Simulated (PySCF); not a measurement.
Species: C3H6ClOSi (doublet state).
Z-matrix (Å and degrees, GFN2-xTB geometry), rows numbered from 1:
```
O 
C   1  1.3365
C   2  1.3765  1  124.81
Cl  3  1.7753  2  114.36  1     0.40
C   3  1.3715  2  127.12  1  -179.61
Si  5  1.8644  3  124.83  2     0.99
H   1  0.9751  2  108.23  3     0.04
H   2  1.0770  1  114.26  3  -180.00
H   5  1.0790  3  116.84  2  -179.51
H   6  1.4624  5  106.97  3   177.97
H   6  1.4674  5  110.67  3    58.16
H   6  1.4676  5  110.78  3   -62.22
```

The hyperfine couplings belong to this conformer and change with its torsions.

The species is `C(=C/[SiH3])(/[CH]O)Cl` [radical].

Computed, not measured: UKS B3LYP, pcH-1 on C Cl H O Si, non-relativistic, mean-field spin-orbit, GIAO (PySCF). Isolated species at its GFN2-xTB geometry (one conformer only). A GFN2-xTB geometry isn't a minimum of the functional, and hyperfine couplings can be far from their values at a DFT geometry. The SCF solution wasn't tested for stability.

What is the g tensor, term by term?

```tsv
Δg (ppm)	1	2	3
relativistic mass correction	-170	-170	-170
gauge correction	-3	40	29
orbital Zeeman/spin–orbit	74	537	1316
total	-99	407	1175
```

So g = 2.00222, 2.00273, 2.00349 and g_iso = 2.00281; the tensor is rhombic: the two nearest values differ by 40 % of g3 − g1. Axes: g2 points within 13° of the C3–C5 bond and g3 points within 10° of the C2–H8 bond.

At 9.586 GHz, how far is the centre of the isotropic spectrum from where a free electron (g = 2.002319) resonates?

B = hν/(g μB) with μB/h = 13.99624 MHz/mT gives 342.05 mT for the free electron and 341.97 mT at g_iso, 0.08 mT lower.

What effective moment and Curie constant follow for a powder?

With the mean of g² = 4.0113 and S(S+1) = 0.75: μ_eff = √(⟨g²⟩S(S+1)) = 1.734 μB and χT = 0.12505·⟨g²⟩·S(S+1) = 0.376 cm³ K/mol (cgs; spin-Hamiltonian part alone).

How much does each term add to the isotropic shift?

The orbital-Zeeman/spin–orbit term 642, the mass correction -170 and the gauge correction 22 ppm, for a total of 494 ppm. The orbital-Zeeman/spin–orbit term is the largest in size. The mass correction is the same along every axis, so the anisotropy comes from the other two: their spans along these axes are 44 (gauge) and 1242 ppm (orbital Zeeman/spin–orbit).

In a frozen sample, at which fields do the three g values resonate at 9.5, 34, 94 and 263 GHz (hyperfine left aside), and which band first spreads them over more than twice a line width of 1.0 mT?

| band | GHz | B(g3) mT | B(g2) mT | B(g1) mT | spread mT |
| --- | --- | --- | --- | --- | --- |
| X | 9.5 | 338.78 | 338.91 | 339.00 | 0.22 |
| Q | 34.0 | 1212.49 | 1212.96 | 1213.26 | 0.77 |
| W | 94.0 | 3352.19 | 3353.47 | 3354.32 | 2.13 |
| J | 263.0 | 9378.99 | 9382.59 | 9384.96 | 5.97 |

The spread grows in proportion to the frequency. W band is the first where it exceeds 2.0 mT.

Largest spin populations (Mulliken): C5 (+0.63), C2 (+0.50), C3 (-0.20) and O1 (+0.11). The positive populations add up to 1.28 and the negative ones to -0.28, together 2S = 1. The angles at C5 add up to 360.0°, so it is planar.

The HOMO–LUMO gaps are 5.41 eV among the α and 4.92 eV among the β orbitals.

The SMILES draws the unpaired electron on C2; the largest computed Mulliken spin population is on C5 (0.63 against 0.50).
